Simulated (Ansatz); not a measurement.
C2H9OPSi, SMILES `C[Si](C)(O)P`. The species carries charge 0 and has multiplicity 1.

```xyz
14

C     1.231   -0.912   -0.507
Si    0.041    0.390    0.111
C    -1.147   -0.368    1.337
O     0.875    1.654    0.782
P    -1.161    1.376   -1.522
H     1.805   -1.344    0.319
H     1.935   -0.490   -1.227
H     0.693   -1.727   -0.998
H    -0.607   -0.811    2.180
H    -1.742   -1.158    0.872
H    -1.832    0.386    1.733
H     1.596    1.442    1.377
H    -1.620    0.128   -2.028
H    -0.068    1.434   -2.428
```

(1) Give the diagnostics of a CCSD(T)/def2-TZVPP run (frozen core, Ansatz). (Best estimate.)

Answers

(1) The calculation gave: T1 = 0.0115, largest single amplitude 0.012, largest double 0.024, (T) share of the correlation energy 3.8 %, 9 CCSD cycles. The RHF solution is stable towards an unrestricted one. T1 lies under the customary mark of 0.02 for closed shells.
